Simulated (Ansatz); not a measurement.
trisilane (H$_{8}$Si$_{3}$), singlet, geometry from GFN2-xTB. Base run: HF/6-31G run with Ansatz (a program for electronic structure).

Here is a job for Ansatz.
Ansatz 0.2 input:
```yaml
crystal:
  periodic: [false, false, false]
  atoms:
    - {symbol: Si, position_ang: [1.84434748, 0.77811444, -0.03231500]}
    - {symbol: Si, position_ang: [0.16416537, -0.81270586, -0.09228709]}
    - {symbol: Si, position_ang: [-1.99843538, -0.01529745, 0.11893695]}
    - {symbol: H, position_ang: [3.19901703, 0.23312390, -0.14758428]}
    - {symbol: H, position_ang: [1.70184530, 1.75355602, -1.11706786]}
    - {symbol: H, position_ang: [1.81606434, 1.54371778, 1.21735150]}
    - {symbol: H, position_ang: [0.41379658, -1.82450880, 0.94977864]}
    - {symbol: H, position_ang: [0.27643206, -1.59248980, -1.33779706]}
    - {symbol: H, position_ang: [-2.32028977, 0.95246609, -0.93389650]}
    - {symbol: H, position_ang: [-2.19373438, 0.68155636, 1.39358787]}
    - {symbol: H, position_ang: [-3.03421581, -1.04897755, 0.05493974]}
basis:
  gaussian:
    orbitals: 6-31G
hamiltonian:
  xc: hf
```

Each row names what was changed in the base input (with any setting that the change needs).

```tsv
change	E (Eh)
base	-871.25287
functional = wB97X-V	-872.98073
functional = PBE-QIDH	-872.38797
functional = PBE0-DH	-872.64999
functional = B97M-V	-872.92853
functional = wB97X	-873.10510
functional = hse06	-872.73362
functional = lc_wpbe	-872.84533
functional = BHLYP	-873.10563
functional = B2GP-PLYP	-872.50661
functional = b3lyp5	-873.00563
functional = wB97M-V	-873.03340
functional = pbe; dispersion = d4	-872.67331
```

Absolute energies of different levels of theory aren't comparable as measures of quality.
